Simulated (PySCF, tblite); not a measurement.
One entry of a table of gas-phase calculations, keyed by method. Lists by class give the value and the number of equivalent atoms.

```json
{
 "formula": "C6H6OP2S",
 "smiles": "CSc1cpc(C=O)cp1",
 "charge": 0,
 "multiplicity": 1,
 "geometry_level": "GFN2-xTB",
 "atoms_angstrom": [
  ["C", 3.324, -1.028, 0.149],
  ["S", 2.7, 0.656, -0.101],
  ["C", 0.954, 0.48, 0.055],
  ["C", 0.256, 1.666, -0.077],
  ["P", -1.443, 1.977, 0.0],
  ["C", -2.101, 0.377, 0.287],
  ["C", -3.563, 0.326, 0.395],
  ["O", -4.222, -0.664, 0.587],
  ["C", -1.397, -0.808, 0.416],
  ["P", 0.294, -1.132, 0.348],
  ["H", 2.939, -1.685, -0.626],
  ["H", 4.405, -0.958, 0.08],
  ["H", 3.033, -1.383, 1.135],
  ["H", 0.86, 2.551, -0.257],
  ["H", -4.038, 1.323, 0.278],
  ["H", -2.009, -1.691, 0.589]
 ],
 "electronic_structure_code": "PySCF",
 "results": {
  "GFN2-xTB geometry": {
   "point_group": "Cs",
   "rotational_constants_GHz": [2.007, 0.498, 0.4]
  },
  "PBE0/pcSseg-1 ground state and GIAO shieldings, non-relativistic": {
   "dipole_D": 3.78,
   "homo_eV": -6.86,
   "lumo_eV": -2.86,
   "shift_vs_computed_TMS_C_by_class_ppm": [
    [195.8, 1],
    [193.7, 1],
    [168.8, 1],
    [166.1, 1],
    [160.6, 1],
    [23.3, 1]
   ],
   "shift_vs_computed_TMS_H_by_class_ppm": [
    [10.62, 1],
    [10.26, 1],
    [9.7, 1],
    [2.79, 3]
   ],
   "shielding_other_nuclei_by_class_ppm": [
    ["O", -314.7, 1],
    ["P", 38.1, 1],
    ["P", 109.2, 1],
    ["S", 391.4, 1]
   ],
   "charges_hirshfeld_e_by_atom": [-0.12, 0.05, -0.06, -0.12, 0.14, -0.08, 0.11, -0.22, -0.09, 0.11, 0.04, 0.06, 0.04, 0.04, 0.03, 0.05]
  },
  "GFN2-xTB harmonic vibrations, gas phase": {
   "strongest_ir_bands_cm-1_km_per_mol_modes": [
    [862.4, 59.8, 1],
    [1089.9, 131.9, 1],
    [1374.8, 82.0, 1],
    [1447.4, 169.5, 1],
    [1731.7, 629.8, 1],
    [2726.1, 93.4, 1]
   ],
   "zpe_kcal_per_mol": 64.0
  }
 }
}
```

The dipole matches unit charges of opposite sign 0.79 Å apart (1 e·Å = 4.8032 D). With B = h/(8π²I), that is 505.379 GHz u Å² over I, the principal moments of inertia are 251.8, 1015.4 and 1263.9 u Å² (most abundant isotopes).

 NMR classes are plain means over equivalent atoms (diastereotopic ones count apart unless rotation or inversion swaps them), as if these changed places fast; in this geometry the members of some classes differ.

For the vibration job (GFN2-xTB), on one thread of an Arm Neoverse V1, shared host with 64 logical CPUs at a one-minute load of 26, this took 0.81 s.

The values belong to the conformer `[CH3:1][S:2][c:3]1[cH:4][p:5][c:6]([CH:7]=[O:8])[cH:9][p:10]1`: C1–S2–C3–C4 179°, P5–C6–C7–O8 180°.
